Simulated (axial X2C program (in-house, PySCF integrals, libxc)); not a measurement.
Bond lengths and stretching modes, held linear, of MoCO

Computed with an in-house all-electron X2C program for linear molecules (integrals from PySCF): two-component X2C with atomic mean-field Coulomb and Gaunt terms, Gaussian nuclei, basis Mo dyall-v3z, C dyall-v3z, O dyall-av3z with contracted cores. Spin-free rows use the one-electron spin-free X2C Hamiltonian.

Masses Mo 97.905, C 12.000, O 15.995 u. States: 2c Ω = 3 (beyond evenly filled blocks: ω = 1/2, ω = 5/2); spin-free M_S = 2, Λ = 1 (beyond evenly filled blocks: σα, π+α, π+β, π-α, δ+α, δ-α).

PBE0, 2c: energies above the lowest point

```
r(Mo–C) (Å)  r(C–O) (Å)  E (meV)
     1.8720      1.1329    72.19
     1.8720      1.1620    23.56
     1.8720      1.1910    57.72
     1.9200      1.1329    40.44
     1.9200      1.1620     0.00
     1.9200      1.1910    41.94
     1.9200      1.2201   151.05
     1.9680      1.1329    55.16
     1.9680      1.1620    21.78
     1.9680      1.1910    70.33
     2.0160      1.1620    79.19
     2.0160      1.2201   253.74
```

Problem. Fit a quadratic surface with cubic terms in each bond: where is the minimum, and what are the two stretching wavenumbers?

Solution. At PBE0, 2c: bonds 1.920 and 1.161 Å; harmonic stretches 487.5 and 1978.1 cm⁻¹; force constants 3.12, 15.6 and coupling 0.76 mdyn/Å.

The other levels and Hamiltonians give:

```json
{"Hamiltonian": "2c", "level": "HF", "r(Mo–C) (Å)": "2.086", "r(C–O) (Å)": "1.148", "lower stretch (cm⁻¹)": "360.4", "upper stretch (cm⁻¹)": "2048.0"}
{"Hamiltonian": "spin-free", "level": "PBE0", "r(Mo–C) (Å)": "1.920", "r(C–O) (Å)": "1.161", "lower stretch (cm⁻¹)": "488.0", "upper stretch (cm⁻¹)": "1977.8"}
{"Hamiltonian": "spin-free", "level": "HF", "r(Mo–C) (Å)": "2.088", "r(C–O) (Å)": "1.148", "lower stretch (cm⁻¹)": "359.5", "upper stretch (cm⁻¹)": "2047.5"}
```

Each state is one determinant, the lowest of a limited PBE0 search; the stretches come from a fit to these few points and carry an uncertainty of a few per cent. Other orders of the atoms were not compared. Left out for rough or failed fits: BHandHLYP 2c, MP2 2c, BHandHLYP spin-free, MP2 spin-free. The levels spread by more than a fifth, so the stretches depend strongly on the method. The molecule was held linear; bending was not examined, so a bent shape may lie lower. Open-shell Ω = 0 determinants with evenly filled partner blocks cannot be reached by this program, so the Ω shown need not be the lowest component. Note: functional without a current term on a determinant with orbital currents, of the molecule or an atom. Note: several unpaired electrons, one determinant need not be a pure state.
